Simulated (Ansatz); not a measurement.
Species: AlCl2, SMILES `[Cl][Al][Cl]` (charge 0, multiplicity 2).

Give a relaxed geometry from r2SCAN-D4/def2-TZVP (Ansatz, an electronic-structure program).

the end point of this relaxation (outside a Z-matrix the atoms follow the SMILES, hydrogens last).
Bonds (Å): Cl1–Al2 2.104, Al2–Cl3 2.104. Angles (°): Cl1–Al2–Cl3 118.7.
